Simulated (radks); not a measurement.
Spherical quantum dot in the effective-mass picture: electrons in a parabolic well V = omega^2 r^2 / 2 with omega = 0.679, with a point charge +1 (a donor) at the centre, all in effective atomic units (hartree* = m*/eps^2 hartree, bohr* = eps/m* bohr), one dielectric constant everywhere. Method: non-relativistic Kohn-Sham, r2SCAN, spin-polarised, spherical densities, generalised Kohn-Sham scheme; computed with a radial shooting solver with Libxc functionals. Levels are named by radial order and angular momentum (1s, 1p, 1d, 2s, ...), and open shells are averaged over m.

N = 25, configuration 1s2 1p6 1d10 2s2 1f(up 5, down 0). This is the lowest configuration that the search found. Occupied and some empty levels:

level    occupation  eigenvalue (hartree*)  <r> (bohr*)
1s up             1                 8.8532        1.758
1s down           1                 8.8535        1.694
1p up             3                 9.2414        2.728
1p down           3                 9.2771        2.652
2s up             1                 9.4471        2.562
2s down           1                 9.4960        2.579
1d up             5                 9.5630        3.110
1d down           5                 9.6214        3.067
1f up             5                 9.9208        3.380
1f down           0                 9.9939        3.361
2p up             0                 10.029        2.845
2p down           0                 10.069        2.881
1g up             0                 10.317        3.603
1g down           0                 10.400        3.597
2d up             0                 10.498        3.192
2d down           0                 10.545        3.191

Energy (hartree*): total 144.872, kinetic 15.172, external 42.916, Hartree 96.187, exchange-correlation -9.4030.

Electron density:

r (bohr*)  n(r) (e/bohr*^3)
0.122                0.7251
0.582                0.2956
1.04                 0.1396
1.50                0.09935
1.96                 0.1042
2.42                 0.1137
2.88                 0.1058
3.34                0.07734
3.80                0.04206
4.26                0.01650
4.72               0.004542
5.18              0.0008749
5.64              0.0001194
6.10             0.00001148
